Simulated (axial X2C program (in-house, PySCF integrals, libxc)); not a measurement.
Nuclear properties of MgMn

Calculated with an axial X2C code built on PySCF integrals: two-component X2C with atomic mean-field Coulomb and Gaunt terms, Gaussian nuclei, basis Mn dyall-cv3z, Mg dyall-cv3z with contracted cores.

R = 3.477 Å (near the PBE0 minimum at charge 0 of the determinant lowest at the starting distance; the state shown can have its own minimum elsewhere).

Determinant lowest in the PBE0 search, Ω = 5/2 (⟨Sz⟩ = 2.50, ⟨Lz⟩ = 0.00 at PBE0), spin on the atoms Mn 2.52, Mg -0.02:

```
    level  Eeff magnitude (GV/cm)  Ws magnitude Mn (kHz)  A∥/gI Mn (MHz)  qzz Mn (a.u.)  A∥/gI Mg (MHz)  qzz Mg (a.u.)  μ (D)
     PBE0                  0.0851                 0.0143             153          -0.20          -0.929          -0.07   0.07
       HF                     0.8                   0.12             120          -0.34           -10.7          -0.14  -0.42
    PBE50                   0.117                 0.0187             129          -0.18           -2.37          -0.07  -0.02
     BP86                  0.0624                 0.0135             202          -0.30            18.2          -0.08   0.72
BHandHLYP                  0.0354                0.00623             119          -0.16          -0.473          -0.06   0.13
```

Eeff is the effective electric field on the electron electric dipole moment in this Ω state and Ws the scalar–pseudoscalar constant of the nucleus named (defined with the proton number Z and per Ω); A∥ (defined per Ω) follows by multiplying with gI = μI/(I μN); qzz is the electric field gradient, eQq0 = 234.96 MHz × Q/barn × qzz; μ is positive if the Mg end (last atom) is positive. The operators were transformed with the bare-nucleus X2C matrices; with these basis sets, hyperfine constants and field gradients can be off by tens of per cent, and where levels differ in sign neither size nor sign is settled.

Question: With gI(55Mn) = 1.3813 (g factors from the IAEA table of nuclear moments by Stone), turn the PBE0 values of the first state into constants in MHz.

Answer: A∥(55Mn) = 153 × 1.3813 = 211 MHz.

Each state is one determinant with collinear spin, which with several unpaired electrons need not be a pure state. Unrestricted Hartree–Fock can overshoot spin polarisation at the nuclei. This is the top spin component of a Σ state; components of lower Ω are not single determinants and can lie lower. With several open shells hyperfine constants can be off by a factor of several. Where Eeff spreads by more than a factor of two the levels disagree and none is to be relied on. The search compared states at one distance, so a state with another bond length can lie lower. Further determinants of the search, some of them spin-mixed, are not shown. Where a field gradient or hyperfine factor spreads by more than a factor of two over the levels, a constant derived from it is not to be relied on.
